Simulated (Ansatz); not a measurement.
Li₈I₈⁻ (started as a model of: 2x2x4 LiI rock-salt block). Total charge -1; doublet. Geometry PBE-D4/def2-SVP, that of the neutral singlet; atoms count from 1.

```xyz
16

Li   -3.6180   -1.8359    1.1124
I    -1.2839   -0.9043    2.1546
Li    1.2248    0.3110    1.7759
I     3.6660    1.3215    2.6013
I    -4.6738    0.2911   -0.1602
Li   -1.9833    0.9032    0.0604
I     0.2121    2.6209    0.4417
Li    2.9030    2.9809    0.6207
I    -2.8493   -3.6469   -0.7283
Li   -0.6114   -2.0589   -0.3663
I     2.1504   -1.5673   -0.1625
Li    4.1971    0.1845    0.2172
Li   -3.4815   -1.3308   -1.9509
I    -1.0794   -0.1479   -2.4332
Li    1.3693    0.8460   -1.4694
I     3.8579    2.0328   -1.7134
```

In the def2 sets I takes a core potential; there is no spin–orbit coupling. The highest occupied level of the charge -1 doublet lies above zero (up to 0.50 eV). By energy differences its removal costs 0.59 eV (vertical, to the charge 0 singlet, at PBE-D4/def2-SVP); self-interaction error and the lack of diffuse functions both raise the level.

Problem. Estimate the Mulliken populations from the PBE/def2-SVP orbitals of Ansatz.

Solution. 
```tsv
atom	charge (e)	spin (α − β)
Li1	0.20	0.26
I2	-0.41	-0.01
Li3	0.37	0.01
I4	-0.42	-0.01
I5	-0.42	-0.01
Li6	0.37	0.01
I7	-0.41	-0.01
Li8	0.20	0.26
I9	-0.42	-0.01
Li10	0.37	0.01
I11	-0.41	-0.01
Li12	0.20	0.26
Li13	0.20	0.26
I14	-0.41	-0.01
Li15	0.37	0.01
I16	-0.42	-0.01
```
Mulliken values and Mayer orders depend strongly on the basis.

Problem. Where does the spin sit?

Solution. Summed by element: Li 1.07, I -0.07, of 1 unpaired in all. Largest on single atoms: Li12 0.26, Li13 0.26, Li8 0.26.

Problem. And the Mayer bond orders between bonded heavy atoms (over 0.3)?

Solution. Li1–I5 0.34 (2.69 Å); Li1–I9 0.34 (2.69 Å); Li3–I4 0.32 (2.77 Å); I4–Li8 0.34 (2.69 Å); I4–Li12 0.34 (2.69 Å); I5–Li6 0.32 (2.77 Å); I5–Li13 0.34 (2.69 Å); Li8–I16 0.34 (2.69 Å); I9–Li10 0.32 (2.77 Å); I9–Li13 0.34 (2.69 Å); Li12–I16 0.34 (2.69 Å); Li15–I16 0.32 (2.77 Å).
